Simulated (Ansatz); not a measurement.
Start from `[F][Sn]([F])([F])[Cl]` and change one element to get `FC(F)(F)Cl`.

Ansatz, PBE0-D4/def2-TZVP geometries, multiplicity 1. 

Elements past krypton have def2 core potentials.

| property | `[F][Sn]([F])([F])[Cl]` |
| --- | --- |
| HOMO–LUMO gap (PBE/def2-TZVPP) / eV | 4.73 |
| HOMO energy (ωB97M-V/def2-TZVPP) / eV | -12.96 |
| LUMO energy (B3LYP/def2-TZVPP) / eV | -3.76 |
| LUMO energy (ωB97M-V/def2-TZVPP) / eV | -1.24 |
| zero-point energy (PBE0-D4/def2-TZVP) / kJ/mol | 19.2 |
| HOMO energy (PBE0/def2-TZVPP) / eV | -10.64 |

(1) What does the change do to each property? (Estimate.)

Results:

(1) Computed: 
| property | `FC(F)(F)Cl` | shift |
| --- | --- | --- |
| HOMO–LUMO gap (PBE/def2-TZVPP) / eV | 7.39 | 2.66 |
| HOMO energy (ωB97M-V/def2-TZVPP) / eV | -12.40 | 0.56 |
| LUMO energy (B3LYP/def2-TZVPP) / eV | -0.26 | 3.50 |
| LUMO energy (ωB97M-V/def2-TZVPP) / eV | 2.44 | 3.68 |
| zero-point energy (PBE0-D4/def2-TZVP) / kJ/mol | 40.0 | 20.8 |
| HOMO energy (PBE0/def2-TZVPP) / eV | -10.05 | 0.59 |

With PBE0 the HOMO rises by 0.59 eV and the LUMO rises by 3.50 eV, so the gap widens by about 2.91 eV. PBE moves the HOMO by 0.64 eV and ωB97M-V by 0.56 eV.

B3LYP here is the variant with VWN-RPA as its local correlation; programs differ in this.
